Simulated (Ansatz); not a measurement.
```yaml
crystal:
  periodic: [false, false, false]
  atoms:
    - {symbol: F, position_ang: [1.093337, 0.958563, 2.243994]}
    - {symbol: Si, position_ang: [-0.284122, 1.217440, 1.461328]}
    - {symbol: C, position_ang: [-0.836556, -0.377354, 0.671889]}
    - {symbol: C, position_ang: [0.203371, -1.091632, -0.201399]}
    - {symbol: Si, position_ang: [0.675841, -0.216834, -1.798362]}
    - {symbol: H, position_ang: [-1.287481, 1.680506, 2.453273]}
    - {symbol: H, position_ang: [-0.028271, 2.288583, 0.466471]}
    - {symbol: H, position_ang: [-1.742266, -0.151775, 0.093887]}
    - {symbol: H, position_ang: [-1.163666, -1.036705, 1.485001]}
    - {symbol: H, position_ang: [1.120885, -1.271329, 0.369135]}
    - {symbol: H, position_ang: [-0.168134, -2.082591, -0.485925]}
    - {symbol: H, position_ang: [-0.551161, 0.131285, -2.567262]}
    - {symbol: H, position_ang: [1.524127, -1.114199, -2.627114]}
    - {symbol: H, position_ang: [1.431000, 1.036843, -1.536215]}
basis:
  gaussian: {orbitals: cc-pVTZ-DK}
hamiltonian: {xc: {name: PBE0-DH}}
```

```sh
$ ansatz run in.yaml --threads 4 --pin off --events-out ev --progress --plain --max-ram 10444MiB
```

Output, abridged:

```
Functional definition: PBE0-DH
1608 factors; integrals over basis functions are off by at most 1.0e-3 eV
mean field evaluation 1: about -20711.6447 eV, gradient 4.9e1 eV
mean field evaluation 2: about -20711.7910 eV, gradient 4.9e1 eV
mean field evaluation 4: about -20716.6254 eV, gradient 3.3e0 eV
mean field evaluation 8: about -20716.6503 eV, gradient 4.3e-1 eV
mean field evaluation 16: about -20716.6506 eV, gradient 4.7e-5 eV
mean field -20716.65064610 eV, -761.3228689941 hartree, gradient 9.9e-6 eV, S^2 0.000000; 0 other end points of the search recorded, 0 dependent functions left out
13 core orbitals not correlated: weight in the atoms' cores, before any rotation towards them, 1.000 or more for the frozen orbitals, at most 0.000 for the correlated occupied ones
reference -20716.65066965 eV, -761.3228698596 hartree; 16, 16 occupied and 255, 255 virtual orbitals, 1608 factors
second order -28.45291862 eV of doubles, -0.00000000 eV of singles
Total energy: -20720.20728448 eV, -761.4535730437 hartree
Relativity: scalar
```

Hardware: 4 threads of an AMD EPYC 9R45 on a shared host. Wall time 2.4 s, peak host memory 0.86 GiB.
